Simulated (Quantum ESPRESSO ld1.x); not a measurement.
One sound ld1.x (Quantum ESPRESSO 7.5) input for neutral lutetium gives E = -14581.10 hartree in 35 iterations:

```
 &input
    zed=71.0,
    iswitch=1,
    rel=2,
    dft='PBE',
    config='[Xe] 4f14 5d1 6s2',
    verbosity='high',
    lsmall=.true.,
    prefix='ld1',
    max_out_wfc=37,
    file_charge='ld1.rho',
 /
```

Changed or added lines, one case at a time, and what came of them:

- config='[Xe] 4f14 5d1 6s2 2d1': refused. The program stops in el_config with "main/angular quantum number mismatch": l must be smaller than n.
- dx=0.003: refused. The program stops in do_mesh with "ndmx is too small": the mesh holds 3500 points at most, so dx, xmin and rmax must fit that.
- rel=1 relpert=.true.: refused. The program stops in ld1_readin with "perturbative SO-splitting for AE calculations with rel=0 only": the perturbative correction needs rel = 0.
- atom='D2' (without zed): crashed. The program stops in dirsol with "no classical turning point found": the symbol names no element.
- iswitch=5: refused. The program stops in ld1_readin with "wrong iswitch": iswitch takes 1 to 4.
- dx=0.06: inaccurate. The radial step is too large to integrate the orbitals; the run ends without a warning, but the energy is off by -0.1258 hartree against the default mesh.
- rmax=6.0: not converged. The mesh cuts the orbital tails; the cycle ends with warnings and the numbers are not to be used.
